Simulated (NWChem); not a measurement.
Species: C$_{2}$H$_{8}$GaN; SMILES [CH3][Ga]([CH3])[NH2]

```xyz
12

Ga    -0.0031    -0.0002     0.0011
C     -0.8991    -1.7533    -0.0012
H     -0.1796    -2.5855    -0.0025
H     -1.5461    -1.8563    -0.8870
H     -1.5459    -1.8597     0.8843
C     -0.9068     1.7490    -0.0013
H     -1.5601     1.8455    -0.8831
H     -0.1908     2.5842    -0.0109
H     -1.5483     1.8562     0.8880
N      1.8173     0.0049    -0.0021
H      2.3869     0.8423     0.0047
H      2.3928    -0.8285     0.0023
```
Atoms are numbered in this order, from 1.

Results from NWChem. Geometry: optimised at PBE0/def2-SVP. B3LYP is NWChem's, with the RPA form of VWN correlation. Vertical excitations in the gas phase; the lowest state need not have the same character in each row.

| level | lowest excitation, singlet (eV) | lowest state with f > 0.02, singlet (eV) | orbital gap (eV) |
|---|---|---|---|
| PBE/def2-SVP, full TDDFT | 5.72 | 5.72 | 5.04 |
| B3LYP/def2-SVP, full TDDFT | ___ | ___ | ___ |
| BHandHLYP/def2-SVP, full TDDFT | 6.69 | 6.78 | 9.27 |
| LRC-wPBEh/def2-SVP, full TDDFT | 6.52 | 6.67 | 10.78 |

### Question
Complete the blanks.

### Answer

- B3LYP/def2-SVP, full TDDFT, lowest excitation, singlet (eV): 6.17
- B3LYP/def2-SVP, full TDDFT, lowest state with f > 0.02, singlet (eV): 6.18
- B3LYP/def2-SVP, full TDDFT, orbital gap (eV): 6.70
